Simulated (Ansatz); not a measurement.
`O=CB(F)F` + H₂O → `OB(F)F` + `C=O` at 500 K and 1 bar (formal hydrolysis of a B–C bond).

Isolated molecules relaxed with PBE0-D4/def2-TZVP in Ansatz; ΔE leaves out vibrations. CCSD(T)/CBS is the MP2 limit (def2-TZVPP, def2-QZVPP) plus CCSD(T) − MP2 in def2-TZVPP, frozen cores. This one scheme is used for every species. Each species was taken in one conformer, which may not be the lowest.

```json
{"species": "`O=CB(F)F`", "CCSD(T)/CBS energy (Eh)": "-338.29791", "H − E (kJ/mol)": "106.2", "S (J/(mol·K))": "348.9"}
{"species": "H₂O", "CCSD(T)/CBS energy (Eh)": "-76.37941", "H − E (kJ/mol)": "73.2", "S (J/(mol·K))": "206.3"}
{"species": "`OB(F)F`", "CCSD(T)/CBS energy (Eh)": "-300.33752", "H − E (kJ/mol)": "91.0", "S (J/(mol·K))": "306.4"}
{"species": "`C=O`", "CCSD(T)/CBS energy (Eh)": "-114.39408", "H − E (kJ/mol)": "87.9", "S (J/(mol·K))": "238.5"}
```

H − E and S are ideal-gas, rigid-rotor, harmonic terms from PBE0-D4/def2-TZVP, for one conformer and one mirror image of each species. 1 Eh = 2625.50 kJ/mol, R = 8.31446 J/(mol·K).

Task: By hand: ΔE, ΔH, ΔS and ΔG.

Result: ΔE = (-300.33752) + (-114.39408) − (-338.29791) − (-76.37941) = -0.05428 Eh = -142.5 kJ/mol. Δ(H − E) = 91.0 + 87.9 − 106.2 − 73.2 = -0.5, so ΔH = -143.0 kJ/mol. ΔS = 306.4 + 238.5 − 348.9 − 206.3 = -10.3 J/(mol·K). ΔG = -143.0 − 500 × (-10.3)/1000 = -137.8 kJ/mol.

Task: By hand: the equilibrium constant, and the temperature at which ΔG would vanish if ΔH and ΔS stayed fixed.

Result: log₁₀ K = −ΔG/(RT ln 10) = 14.4. ΔG = 0 at ΔH/ΔS = 13883 K, far beyond where these terms or the molecules hold.

The number of gas molecules stays the same, so ΔS is small and ΔH decides. A doubt of 5 kJ/mol in ΔE shifts log₁₀ K by 0.5 here. Other conformers and mirror images would add mixing entropy, several J/(mol·K) or more a flexible species. These are equilibria of isolated gas molecules and say nothing of rates. Largest T1 diagnostic: 0.015 (customary marks: 0.02 for closed shells, 0.045 for open ones).
